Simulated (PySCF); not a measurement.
## How methods differ on the excitation energy of As²⁺

As²⁺ [Ar] 3d10 4s2 4p1 (2P) → As²⁺ [Ar] 3d10 4s1 4p2 (4P), as a difference of total energies. All numbers are calculated (PySCF 2.14, the spin-free X2C one-electron Hamiltonian (Gaussian nucleus), in aug-cc-pVQZ-DK (8s7p5d3f2g, 93 functions)). Correlated levels: valence: [Ar] 3d10 frozen. The calculations carry no spin-orbit coupling.

```
           method  excitation energy (cm⁻¹)
              UHF                     52337
              LDA                     71644
              PBE                     69752
             PBE0                     66377
           r2SCAN                     63779
        BHandHLYP                     67472
             MN15                     64825
            HSE06                     67047
            B3LYP                     70665
    MP2 (valence)                     59642
SCS-MP2 (valence)                     62355
```

A first-order spin-orbit estimate (lowest level to lowest level, LS coupling) adds 0.024 eV.
